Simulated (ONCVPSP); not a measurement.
# Gd: ONCV pseudisation with Wu-Cohen, scalar-relativistic reference atom.

ONCVPSP 4.0.1 input, shortened (lines: element, Z, core and valence counts, functional; n l f; lmax; l rc ep ncon nbas qcut; lloc lpopt rc5 dvloc0; l nproj debl; icmod fcfact rcfact), Wu-Cohen, scalar-relativistic:

```
  Gd 64.00    9    6  -118130      upf
    1    0    2.00
    2    0    2.00
    2    1    6.00
    3    0    2.00
    3    1    6.00
    3    2   10.00
    4    0    2.00
    4    1    6.00
    4    2   10.00
    4    3    7.00
    5    0    2.00
    5    1    6.00
    5    2    1.00
    6    0    1.50
    6    1    0.50
    3
    0    2.45    0.00    3    6    4.10
    1    2.85    0.00    5    7    5.00
    2    2.45    0.00    5    9    3.30
    3    0.95    0.00    5   10   17.10
    4    5    0.85    0.00
    0    2    1.60
    1    2    1.70
    2    3    2.20
    3    2    1.90
    1    0.50    0.00
```

All-electron outer shells of the reference configuration (Wu-Cohen, scalar-relativistic, ld1.x):

```
shell  level (eV)  outermost node (bohr)  outermost maximum (bohr)
   4p     -276.89                   0.29                      0.54
   4d     -148.30                   0.27                      0.56
   5s      -50.42                   0.65                      1.20
   5p      -27.92                   0.70                      1.35
   4f       -9.38                      –                      0.56
   6s       -4.54                   1.60                      3.37
   5d       -3.07                   0.79                      1.95
   6p       -1.61                   1.92                      4.50
```

(1) Is a potential produced?

## Answers

(1) No. ONCVPSP 4.0.1 stopped with "test_data: must have ncon+3 <= nbas <= ncon+5, l= 1": the input breaks a rule of the program on the basis size: nbas must lie between ncon + 3 and ncon + 5.
